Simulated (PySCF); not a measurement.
# Computed records: BFH5Si2, B2H5OSi

Computed with PySCF 2.14.0. Calculation on a computer-drawn molecule: optimised geometry and harmonic frequencies of an isolated molecule of the commonest isotopes, restricted reference for singlets and unrestricted otherwise, frozen core in MP2.

Common to all runs: charge 0; multiplicity 2; method HF; basis cc-pV(D+d)Z.

```json
{"entry": 1, "formula": "BFH5Si2", "start_structure": {"atoms_angstrom": [["B", -1.6426, 1.753, -0.5381], ["Si", -2.0834, -0.0797, -0.2095], ["Si", -0.6709, -0.8247, 1.5162], ["F", 0.8541, -0.5629, 1.0222], ["H", -2.0887, 2.6052, 0.0331], ["H", -0.8364, 2.0675, -1.3463], ["H", -1.9119, -1.1247, -1.2196], ["H", -3.3698, -0.507, 0.3932], ["H", -0.477, -0.2484, 2.8179]]}, "given": {"drawn_bonds_atom": [1, 2, 3, 1, 1, 2, 2, 3], "drawn_bonds_other_atom": [2, 3, 4, 5, 6, 7, 8, 9], "drawn_bonds_order": [1, 1, 1, 1, 1, 1, 1, 1]}, "results": {"spin_squared": null, "rotational_constants [GHz]": null, "total_energy [hartree]": null}}
{"entry": 2, "formula": "B2H5OSi", "start_structure": {"atoms_angstrom": [["B", -2.8921, 2.6118, 2.0452], ["Si", -1.1093, 2.1962, 2.4148], ["B", 0.0283, 1.0565, 1.3001], ["O", -0.4552, 0.5534, 0.119], ["H", -3.5798, 3.3275, 2.7397], ["H", -3.4072, 2.208, 1.063], ["H", -0.4639, 2.7543, 3.6267], ["H", 1.1346, 0.7721, 1.4726], ["H", -1.4132, 0.7632, -0.0984]]}, "given": {"drawn_bonds_atom": [1, 2, 3, 1, 1, 2, 3, 4], "drawn_bonds_other_atom": [2, 3, 4, 5, 6, 7, 8, 9], "drawn_bonds_order": [1, 1, 1, 1, 1, 1, 1, 1]}, "results": {"spin_squared": null, "total_energy [hartree]": null, "rotational_constants [GHz]": null}}
```

**Q.** BFH5Si2 (entry 1): spin squared?
**A.** 0.7662

**Q.** BFH5Si2 (entry 1): rotational constants?
**A.** 7.041, 2.374, 2.003 GHz

**Q.** Estimate the total energy of BFH5Si2 (entry 1).
**A.** -704.8925 hartree

**Q.** Give the missing spin squared for B2H5OSi (entry 2).
**A.** 0.7623

**Q.** Estimate the total energy of B2H5OSi (entry 2).
**A.** -416.0651 hartree

**Q.** Estimate the rotational constants of B2H5OSi (entry 2).
**A.** 11.49, 3.253, 2.535 GHz

**Q.** Give the table of modes values for B2H5OSi (entry 2).
**A.** 
Modes:
```
frequency (cm⁻¹)  reduced mass (dalton)
           112.5                  2.112
           114.1                  3.379
             214                  1.149
           358.1                  3.215
           399.6                  1.037
           576.2                  2.924
           625.1                  1.541
           653.8                  1.536
           705.9                  3.834
           866.8                  1.217
           877.5                  1.204
           906.5                  1.269
            1077                  1.122
            1251                  1.315
            1258                  1.166
            1379                  6.101
            2319                  1.042
            2663                  1.055
            2702                  1.093
            2752                  1.122
            4153                  1.067
```

Further results for BFH5Si2 (entry 1):

* convergence status largest gradient component: 1.81e-05 hartree/bohr

Optimised structure:
```xyz
9
BFH5Si2
B     -1.6445     1.7557    -0.5618
Si    -2.0593    -0.1886    -0.1427
Si    -0.5205    -0.9023     1.5165
F      1.0027    -0.5861     1.0305
H     -2.1176     2.6362     0.1002
H     -0.8727     2.0474    -1.4306
H     -1.9184    -1.0882    -1.3131
H     -3.4049    -0.3876     0.4535
H     -0.6915    -0.2082     2.8167
```

Modes:
```
frequency (cm⁻¹)  reduced mass (dalton)
           43.37                   3.76
             108                  3.367
           150.2                  1.107
           194.1                  4.567
             409                  3.201
           444.2                  1.362
           524.3                  1.147
           633.3                  1.411
           654.1                  2.695
             771                  1.182
             821                  1.217
           842.2                  1.764
           881.3                  2.444
             964                   1.35
            1021                  1.068
            1254                  1.144
            2283                  1.041
            2293                  1.042
            2302                  1.039
            2684                  1.052
            2769                  1.126
```

Further results for B2H5OSi (entry 2):

* convergence status largest gradient component: 1.32e-05 hartree/bohr

Optimised structure:
```xyz
9
B2H5OSi
B     -2.9772     2.6726     2.0572
Si    -1.0959     2.2110     2.4316
B      0.0451     1.0347     1.2257
O     -0.4244     0.4944     0.0832
H     -3.6197     3.3687     2.7908
H     -3.5092     2.2493     1.0650
H     -0.4392     2.7303     3.6523
H      1.1870     0.7832     1.4997
H     -1.3244     0.6988    -0.1228
```
